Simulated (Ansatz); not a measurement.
`[Cl][Al]1[CH2][O]1` + `BN` → `N[BH][Al]1[CH2][O]1` + HCl  (formal exchange of groups at the Al–Cl bond)

Computed with Ansatz on PBE0-D4/def2-TZVP structures; ΔE is electronic, products minus reactants. CCSD(T)/CBS adds triple-zeta CCSD(T) − MP2 to the extrapolated MP2 energy (def2 sets, frozen cores). This one scheme is used for every species. Functionals use def2-TZVPP. HSE06 is defined as in plane-wave codes. Each species was taken in one conformer, which may not be the lowest.

`[Cl][Al]1[CH2][O]1`:

```xyz
6

Cl    1.808   -0.567   -2.391
Al    0.589   -0.217   -0.761
C    -0.542    0.394    0.597
O    -0.033   -1.017    0.596
H    -1.627    0.446    0.500
H    -0.195    0.962    1.459
```

`BN`:

```xyz
6

B     0.392   -0.207    0.520
N    -0.403    0.212   -0.534
H     0.259   -1.320    0.940
H     1.190    0.555    0.983
H    -0.345    1.133   -0.936
H    -1.093   -0.374   -0.971
```

`N[BH][Al]1[CH2][O]1`:

Cartesian coordinates in Å:
```
N 2.118 0.197 -1.178
B 1.342 -0.656 -0.411
Al -0.561 -0.134 0.359
C -2.360 0.146 0.887
O -1.265 0.832 1.596
H 3.019 -0.074 -1.541
H 1.869 1.141 -1.419
H 1.785 -1.752 -0.203
H -3.034 0.839 0.380
H -2.914 -0.539 1.531
```

HCl:

```xyz
2

Cl    0.037    0.315   -0.555
H    -0.037   -0.315    0.555
```

```csv
level,ΔE (kcal/mol)
CAM-B3LYP-D4,39.8
revPBE,35.4
BLYP,37.8
HSE06,37.3
BHLYP,41.8
MP2/def2-TZVPP,41.5
CCSD(T)/def2-TZVPP,39.0
HF/def2-QZVPP,44.8
```

What does CCSD(T)/CBS give? (An estimate is asked.)

Computed: +39.5 kcal/mol. The listed levels differ from it by 0.3, -4.1, -1.7, -2.2, 2.3, 2.0, -0.5, 5.3 kcal/mol.

Largest T1 diagnostic among the species: 0.017.

From PBE to PBE0 (25 % exact exchange), in def2-TZVPP and without D4, ΔE moves by +2.3 kcal/mol. At CCSD(T), def2-SVP lies −1.1 kcal/mol from the extrapolated value and def2-TZVPP −0.5 kcal/mol.
